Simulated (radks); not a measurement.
The numbers below are computed, except where a source is named.
Question: These are the eigenvalues of the occupied orbitals of an atom or ion with whole-number occupations (eV). Level of theory: non-relativistic Kohn-Sham, LDA (Slater exchange, Perdew-Wang correlation), spin-unpolarised, spherical densities, point nucleus (a radial shooting solver on a logarithmic mesh with Libxc functionals).

| orbital | eigenvalue |
|---|---|
| 1s | -229.1292 |

Which element is it, and in what charge state? The configuration may be excited.

Answer: Z = 5, boron, charge +3: B3+ in [He]. The 1s level, -8.4203 hartree, gives Z - s = 4.1 by -(Z - s)^2/2, which with screening narrows Z to a few neighbours, and the depths must fix Z and the occupations together.
